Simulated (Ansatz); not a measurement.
Consider the homolysis of the N–Si bond: `F[Si](F)(Cl)[NH][GeH2][Cl]` → `[NH][GeH2][Cl]`• + `F[Si](F)Cl`•.

Computed with Ansatz on PBE0-D4/def2-TZVP structures; ΔE is electronic, products minus reactants. CCSD(T)/CBS is the MP2 limit (def2-TZVPP, def2-QZVPP) plus CCSD(T) − MP2 in def2-TZVPP, frozen cores. DFT in def2-TZVPP. Open shells (•) are unrestricted, without spin–orbit coupling. For Ge outer-core shells are correlated without core-valence functions, which leaves a few kJ/mol of doubt a bond. Scalar relativity is left out up to krypton. One conformer a species, not always the lowest.

`F[Si](F)(Cl)[NH][GeH2][Cl]`:

```xyz
10

F     0.006   -1.997   -1.869
Si    0.230   -0.483   -1.484
F     1.395    0.005   -2.431
Cl   -1.429    0.583   -1.918
N     0.616   -0.308    0.146
Ge   -0.215    0.690    1.441
Cl   -1.996   -0.326    2.102
H     1.304   -0.952    0.512
H    -0.647    2.034    0.863
H     0.737    0.755    2.637
```

`[NH][GeH2][Cl]`•:

Cartesian coordinates in Å:
```
N -0.522 0.615 1.256
Ge 0.093 -0.431 -0.139
Cl 0.620 0.743 -1.877
H -0.521 1.605 0.990
H -1.033 -1.382 -0.557
H 1.364 -1.150 0.327
```

`F[Si](F)Cl`•:

Z-matrix (Å, degrees):
```
Si
F 1 1.585
Cl 1 2.036 2 108.9
F 1 1.585 2 107.0 3 -117.6
```

(1) What is ΔE at CCSD(T)/CBS? (An estimate is asked.)

(2) What do these levels give: ωB97M-V, B2PLYP, SCS-MP2/def2-TZVPP, HF/def2-QZVPP, HF/CBS(def2), MP2/CBS(def2)? (Best estimate.)

Largest T1 diagnostic among the species: 0.013.

Results:

(1) Ansatz gave: +528.0 kJ/mol.

(2) Computed: ωB97M-V 524.8, B2PLYP 496.7, SCS-MP2/def2-TZVPP 530.9, HF/def2-QZVPP 397.2, HF/CBS(def2) 397.1, MP2/CBS(def2) 555.1 kJ/mol.

From PBE to PBE0 (25 % exact exchange), in def2-TZVPP and without D4, ΔE moves by +15.1 kJ/mol. In def2-TZVPP, CCSD(T) changes the Hartree–Fock value by +117.6 kJ/mol (the triples alone add +8.1 kJ/mol) and MP2 by +144.7 kJ/mol; breaking electron pairs costs correlation energy, which Hartree–Fock lacks.
